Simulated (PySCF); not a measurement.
Simulation results for AlBHO

All values are calculated (PySCF 2.14.0). Calculation on a computer-drawn molecule: the log of a Hartree-Fock and frozen-core CCSD(T) single point meant for a local Hartree-Fock minimum, with one planted fault or none, to be diagnosed. Offsets are logged minus clean, where the clean run is the same molecule without the fault. The reference is restricted for singlets and unrestricted otherwise, and also for a bond in bohr or an excited solution. Adding or removing an electron swaps singlet and doublet. The excited solution moves the top pair (singlet) or top alpha electron (doublet) to the lowest empty orbital. Highest occupied and lowest empty are orbital energies over both spins, largest force is the largest gradient component, triples share is (T) over the correlation energy, the T1 limit is 0.02 restricted and 0.045 unrestricted, electrons count all cores, a negative frequency is imaginary (commonest isotopes), and the dipole is about the centre of nuclear charge.

AlBHO

Logged structure:
```xyz
4
AlBHO
B     -0.2192     0.6041    -0.4959
Al    -0.6474    -1.2255     0.4086
O     -0.8810    -2.6568     1.0196
H     -0.4844     1.7608    -0.5536
```

| Quantity | Value |
| --- | --- |
| meant charge | 0 |
| meant multiplicity | 2 |
| meant basis | cc-pV(D+d)Z |
| logged electrons | 27 |
| logged basis functions | 56 |
| logged SCF converged | yes |
| logged spin squared | 3.7836 |
| logged highest occupied | -7.4252 eV |
| logged lowest empty | -0.61532 eV |
| logged largest force | 0.15471 hartree/bohr |
| logged T1 diagnostic | 0.019372 |
| logged D1 diagnostic | 0.049418 |
| logged triples share | 0.025384 |
| logged CC converged | yes |
| logged dipole magnitude | 1.704 debye |
| logged SCF stable within its kind | yes |
| logged energy HF | -341.90804 hartree |
| logged energy CCSD(T) | -342.19361 hartree |
| possible faults | no fault, one electron removed, one electron added, multiplicity raised by two, geometry at a saddle point, SCF held on an excited solution, minimal basis STO-3G, one bond length entered in bohr, all coordinates scaled |
| planted fault | multiplicity raised by two |
| HF energy offset from clean run | 20.19 kcal/mol |
| CCSD(T) energy offset from clean run | 54.05 kcal/mol |

Drawn bonds:
```csv
atom,other atom,order
1,2,1
2,3,2
1,4,1
```
